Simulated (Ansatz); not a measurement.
This Ansatz (an electronic-structure program) input (CCSD(T)/cc-pwCVQZ) gives -79.96483 Eh with 198 basis functions. A basis named .json is the Basis Set Exchange file of that set (core-valence sets with the plain set on hydrogen).

Ansatz 0.2 input:
```yaml
crystal:
  periodic: [false, false, false]
  atoms:
    - {symbol: B, position_ang: [-0.00000000, -0.00000000, -0.61304571]}
    - {symbol: N, position_ang: [0.00000000, 0.00000000, 0.69245456]}
    - {symbol: H, position_ang: [-0.00000000, -0.00000000, -1.78195339]}
basis:
  gaussian:
    orbitals: cc-pwCVQZ.json
magnetization: {spin_polarized: true, initial_magnetization: 1}
correlation: {method: ccsd_t, electrons: outside_noble_gas}
```

Change:
```diff
- orbitals: cc-pwCVQZ.json
+ orbitals: cc-pCVQZ.json
```

Question: What does the run give now?

Answer: -79.96430 Eh (CCSD(T)/cc-pCVQZ, 198 functions), a change of +0.53 mEh.
